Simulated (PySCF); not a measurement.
(ClMg-mu-OH)2.
Cartesian coordinates in Å at the PBE0-D3(BJ)/def2-SVP level; atoms count from 1:
```
atom  x, y, z in Å
Mg1    1.3196   -0.4300    0.4099
Cl2    3.3355   -1.0662    1.0388
O3     0.1754    1.1189    0.6053
Mg4   -1.3205    0.4297   -0.4067
Cl5   -3.3334    1.0658   -1.0449
O6    -0.1769   -1.1197   -0.6016
H7     0.3122    1.9548    1.0546
H8    -0.3119   -1.9533   -1.0554
```

Jobs on this species (8 atoms, 76 electrons) with PySCF (density fitting). Hardware of each: one thread of an Arm Neoverse V1, on a shared host. Other jobs ran on the host; a repeat could differ by tens of per cent or more.

```
                                                             level and settings                                                                work  basis functions  SCF cycles  wall time
delta-SCF UKS SCAN, pcX-2 on the ionised atom, pcseg-1 elsewhere, spin-free X2C                                       ΔSCF core ionisation, 4 holes              136           ?          ?
                                                                   KT2/pcSseg-1                                                          shieldings              124          14       11 s
                                                                  PBE0/pcSseg-1                             shieldings, charges and field gradients              124          12      8.7 s
                                             PBE0-D3(BJ)/def2-SVP, grid level 1                         geometry optimisation from a GFN2-xTB start              110          35       26 s
                                                            CAM-B3LYP/def2-SVPD  10 singlets by full TDDFT, 4 Tamm–Dancoff triplets, polarisability              158          12       21 s
```

**Question.** Fill in the missing figures.

**Answer.** 
- delta-SCF UKS SCAN, pcX-2 on the ionised atom, pcseg-1 elsewhere, spin-free X2C; ΔSCF core ionisation, 4 holes: 12 s, 58 SCF cycles

**Question.** What do all jobs in the table cost together?

**Answer.** About 79 s; the longest takes about 33 % of that, and about 3 times as long as the shortest.
